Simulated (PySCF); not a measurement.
Species: `CN1CC[SiH2]S[Si@@H]1N`. The columns A, B, C and D hold Mulliken, IAO, Hirshfeld and ESP-fitted charges (e) of one PBE0/pcSseg-1 density (PySCF), in a shuffled order. Coordinates in Å (GFN2-xTB); the density's dipole moment is (1.05, -2.45, -0.06) D.

```json
{"atom": "C1", "x": "0.997", "y": "-1.759", "z": "0.594", "A": "-0.068", "B": "-0.378", "C": "-0.049", "D": "-0.293"}
{"atom": "N2", "x": "0.604", "y": "-0.582", "z": "-0.133", "A": "-0.174", "B": "-0.137", "C": "-0.796", "D": "-0.524"}
{"atom": "C3", "x": "-0.568", "y": "-0.738", "z": "-0.962", "A": "-0.024", "B": "-0.128", "C": "-0.026", "D": "-0.136"}
{"atom": "C4", "x": "-1.882", "y": "-0.531", "z": "-0.198", "A": "-0.165", "B": "-0.200", "C": "-0.511", "D": "-0.559"}
{"atom": "Si5", "x": "-2.024", "y": "1.206", "z": "0.575", "A": "+0.316", "B": "+0.342", "C": "+0.610", "D": "+0.693"}
{"atom": "S6", "x": "-0.374", "y": "2.424", "z": "-0.029", "A": "-0.197", "B": "-0.408", "C": "-0.584", "D": "-0.471"}
{"atom": "Si7", "x": "1.218", "y": "0.982", "z": "0.196", "A": "+0.382", "B": "+0.768", "C": "+0.937", "D": "+1.051"}
{"atom": "N8", "x": "2.335", "y": "1.469", "z": "-1.014", "A": "-0.321", "B": "-1.130", "C": "-0.613", "D": "-0.852"}
{"atom": "H9", "x": "1.863", "y": "-1.532", "z": "1.210", "A": "+0.045", "B": "+0.145", "C": "+0.112", "D": "+0.143"}
{"atom": "H10", "x": "0.196", "y": "-2.126", "z": "1.245", "A": "+0.034", "B": "+0.117", "C": "+0.102", "D": "+0.121"}
{"atom": "H11", "x": "1.266", "y": "-2.560", "z": "-0.102", "A": "+0.038", "B": "+0.123", "C": "+0.109", "D": "+0.132"}
{"atom": "H12", "x": "-0.509", "y": "-0.011", "z": "-1.775", "A": "+0.034", "B": "+0.089", "C": "+0.140", "D": "+0.144"}
{"atom": "H13", "x": "-0.549", "y": "-1.740", "z": "-1.408", "A": "+0.040", "B": "+0.090", "C": "+0.110", "D": "+0.133"}
{"atom": "H14", "x": "-2.707", "y": "-0.700", "z": "-0.891", "A": "+0.042", "B": "+0.075", "C": "+0.142", "D": "+0.151"}
{"atom": "H15", "x": "-1.967", "y": "-1.293", "z": "0.577", "A": "+0.036", "B": "+0.083", "C": "+0.143", "D": "+0.145"}
{"atom": "H16", "x": "-2.021", "y": "1.106", "z": "2.036", "A": "-0.083", "B": "-0.099", "C": "-0.060", "D": "-0.132"}
{"atom": "H17", "x": "-3.188", "y": "1.928", "z": "0.082", "A": "-0.076", "B": "-0.045", "C": "-0.065", "D": "-0.112"}
{"atom": "H18", "x": "1.668", "y": "1.023", "z": "1.587", "A": "-0.091", "B": "-0.165", "C": "-0.091", "D": "-0.169"}
{"atom": "H19", "x": "3.218", "y": "0.997", "z": "-1.111", "A": "+0.118", "B": "+0.418", "C": "+0.190", "D": "+0.264"}
{"atom": "H20", "x": "2.419", "y": "2.448", "z": "-1.232", "A": "+0.114", "B": "+0.440", "C": "+0.198", "D": "+0.270"}
```

Problem. Which column most likely holds the ESP-fitted charges?

Solution. B. Σ q r misses the density's dipole by 0.03 D (B), 1.63 D (A), 1.98 D (D), 2.53 D (C). Charges fitted to the outside potential are the only set here that is tied to the molecule's multipoles.

Problem. And the Hirshfeld charges?

Solution. A. The mean sizes are 0.120 e (A), 0.269 e (B), 0.279 e (C), 0.325 e (D), and Hirshfeld charges are commonly the smallest of these schemes.

As computed, A = Hirshfeld, B = ESP-fitted, C = Mulliken, D = IAO. Hydrogens on carbon: Hirshfeld +0.03 to +0.05, ESP-fitted +0.07 to +0.15, Mulliken +0.10 to +0.14, IAO +0.12 to +0.15 e.

The Hirshfeld scheme divides the density at each point in proportion to the densities of the neutral, spherically averaged free atoms. The Mulliken scheme gives each basis function's population to the atom it is centred on and halves the overlap population of two atoms between them.

One conformer (not necessarily the lowest) at the GFN2-xTB geometry, without solvent, vibrations or thermal averaging.

The run behind these numbers computed NMR shieldings as well. Time: 64 s wall (with the writing of density and orbital grids); peak memory 0.93 GiB. Hardware: one thread of an Arm Neoverse V1 (shared host).
